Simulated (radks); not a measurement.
Species: Mg II. Configuration: [Ne] 3s1 (the NIST ground configuration). All-electron calculation, non-relativistic Kohn-Sham, XLYP, spin-unpolarised, spherical densities, point nucleus. Program: a radial shooting solver on a logarithmic mesh with Libxc functionals. Some entries of the table are withheld. Estimate them.

orbital,occ.,eigenvalue (hartree),r(max) (bohr)
1s,2,-46.59981,(1)
2s,2,(2),(3)
2p,6,(4),(5)
3s,1,-0.41975,2.318
3p,0,-0.25993,2.900

Answer. 
(1) 1s r(max) (bohr): 0.08535
(2) 2s eigenvalue (hartree): -3.25090
(3) 2s r(max) (bohr): 0.5475
(4) 2p eigenvalue (hartree): -2.04753
(5) 2p r(max) (bohr): 0.4774
